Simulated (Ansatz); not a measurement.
The cluster Li5Br4. Charge 0, multiplicity 2. Geometry PBE-D4/def2-SVP, basis def2-TZVP, Ansatz.

Cartesian coordinates in Å:
```
Li 1.675 1.226 0.167
Li 1.886 -1.750 -1.029
Li -0.649 -1.123 1.600
Li -1.575 -0.028 -0.924
Li -1.161 1.807 1.374
Br -2.827 0.025 1.245
Br -0.369 2.147 -0.948
Br 3.436 -0.041 -0.832
Br -0.417 -2.262 -0.652
```

| run | HOMO (eV) | LUMO (eV) |
| --- | --- | --- |
| A | -5.77 | -0.01 |
| B | -3.86 | -1.54 |
| C | -3.30 | -1.90 |
| D | -3.18 | -2.05 |
| E | -3.21 | -2.13 |

LC-ωPBE has ω = 0.4 bohr⁻¹. Another isomer (doublet) lies 0.07 eV lower at PBE0-D4/def2-TZVP; other spin states weren't run for this one.

HOMO and LUMO are taken over both spins.

Problem. The runs used LC-ωPBE, PBE, PBE0, r2SCAN, revPBE. Estimate which is which.

Solution. A LC-ωPBE (range-separated); B PBE0 (25 % exact exchange); C r2SCAN (0 % exact exchange); D revPBE (0 % exact exchange); E PBE (0 % exact exchange). Exact exchange lowers occupied and raises empty levels; among semilocal functionals meta-GGAs tend to open the gap a little, and such runs are hard to tell apart. The gap grows from 1.08 eV (PBE) to 5.76 eV (LC-ωPBE).
